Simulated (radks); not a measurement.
Values are calculated unless marked as measured or tabulated.
Q: Species: Ir2+. Configuration: [Xe] 4f14 5d7. Code: a radial shooting solver on a logarithmic mesh with Libxc functionals. Model: scalar-relativistic Kohn-Sham, LDA (Slater exchange, Perdew-Wang correlation), spin-polarised, spherical densities, finite nucleus; open shells are filled with parallel spins first (spin-orbit coupling, left out, can overturn this in heavy ions); Fermi nuclear charge, rms radius 5.4032 fm; hard spherical wall at 3 bohr. Some entries of the table are withheld. Estimate them.

| orbital | occ. | eigenvalue (hartree) | <r^2> (bohr^2) |
|---|---|---|---|
| 1s up | 1 | -2794.673 | 0.0004202 |
| 1s down | 1 | -2794.673 | 0.0004202 |
| 2s up | 1 | -489.2323 | 0.006426 |
| 2s down | 1 | -489.2246 | 0.006426 |
| 2p up | 3 | -425.3765 | 0.005366 |
| 2p down | 3 | -425.3701 | 0.005366 |
| 3s up | 1 | -114.6689 | 0.04156 |
| 3s down | 1 | -114.6651 | 0.04156 |
| 3p up | 3 | -95.98825 | 0.04249 |
| 3p down | 3 | -95.98418 | 0.04249 |
| 3d up | 5 | -75.34599 | 0.03519 |
| 3d down | 5 | -75.34013 | 0.03519 |
| 4s up | 1 | -24.70384 | 0.2026 |
| 4s down | 1 | -24.69580 | 0.2026 |
| 4p up | 3 | -18.57235 | 0.2312 |
| 4p down | 3 | -18.56427 | 0.2311 |
| 4d up | 5 | -11.02969 | 0.2654 |
| 4d down | 5 | -11.02008 | 0.2651 |
| 5s up | 1 | -4.00758 | 1.087 |
| 5s down | 1 | -3.95251 | 1.080 |
| 4f up | 7 | -2.64504 | 0.3552 |
| 4f down | 7 | -2.63047 | 0.3522 |
| 5p up | 3 | -2.43925 | 1.459 |
| 5p down | 3 | -2.37318 | 1.451 |
| 5d up | 5 | -0.64738 | (1) |
| 5d down | 2 | -0.57296 | (2) |
| 6s up | 0 | -0.19521 | 3.638 |
| 6s down | 0 | -0.13327 | 3.654 |
| 6p up | 0 | 0.45891 | 3.817 |
| 6p down | 0 | 0.51521 | 3.832 |
| 5f up | 0 | 0.89903 | 3.506 |
| 5f down | 0 | 0.96794 | 3.526 |

A: 
(1) 5d up <r^2> (bohr^2): 2.327
(2) 5d down <r^2> (bohr^2): 2.329
